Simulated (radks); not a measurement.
The numbers below are computed, except where a source is named.
Initial-state core-level shifts of the tellurium ion Te2+ when its valence configuration changes from [Kr] 4d10 5s2 5p2. Code: a radial shooting solver on a logarithmic mesh with Libxc functionals. Model: non-relativistic Kohn-Sham, PBE, spin-unpolarised, spherical densities, point nucleus; relativity is left out, which matters for an element this heavy. Shifts are changes of the shell-averaged eigenvalues in eV (positive: less bound); the change of the density at the nucleus, which sets a Mossbauer isomer shift, is in e/bohr^3, on a base of 9.917e+04.

\begin{tabular}{lrrrrr}
valence & 2s & 2p & 3p & 4p & density at nucleus \\ \hline
4d10 5p4 & -2.337 & -2.324 & -2.378 & -2.322 & -51.511 \\
4d9 5s2 5p3 & -10.194 & -10.174 & -9.693 & -7.762 & +10.307 \\
4d10 5s1 5p3 & -1.183 & -1.176 & -1.203 & -1.175 & -25.367 \\
4d9.5 5s0.5 5p4 & -6.779 & -6.758 & -6.571 & -5.586 & -35.142 \\
4d9.5 5s1.5 5p3 & -5.643 & -5.629 & -5.414 & -4.462 & -8.127 \\
4d8 5s2 5p4 & -20.648 & -20.607 & -19.555 & -15.453 & +21.088 \\
4d8 5p6 & -22.752 & -22.692 & -21.701 & -17.509 & -40.440 \\
4d7 5s2 5p5 & -31.368 & -31.307 & -29.588 & -23.080 & +32.314 \\
4d8.5 5s0.5 5p5 & -17.014 & -16.970 & -16.259 & -13.211 & -28.365 \\
\end{tabular}
